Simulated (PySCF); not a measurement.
# Exercise with solution: refractive index and permittivity of the vapour

Si(Me)2(OH)(SH) (C2H8OSSi), SMILES C[Si](O)(C)S.

Geometry: B3LYP-D3(BJ)/def2-SVP. The values are those of a single conformer.

r2SCAN/def2-TZVP (PySCF) gives a mean static polarisability of 72.0 bohr³ and a dipole moment of 0.76 D. Take an ideal gas at 298.15 K and 0.01 bar, whether or not the substance is that volatile.

Problem. Work out n − 1 in the optical limit and the static ε − 1.

Solution. 
Polarisability volume α' = 72.0 × 0.148185 = 10.67 Å³. Number density N = p/kT = 2.43e-7 Å⁻³.
Dilute limit of Lorentz–Lorenz: n − 1 = 2π N α' = 1.6e-5.
Orientation term of Debye: μ²/(3kT) = 8.098 Å³ × μ²(D²) = 4.68 Å³.
ε − 1 = 4π N (α' + μ²/3kT) = 4.7e-5. Orientation of the dipole supplies 30 % of the static response; it can't follow optical fields. Vibrational polarisation and dispersion are left out.
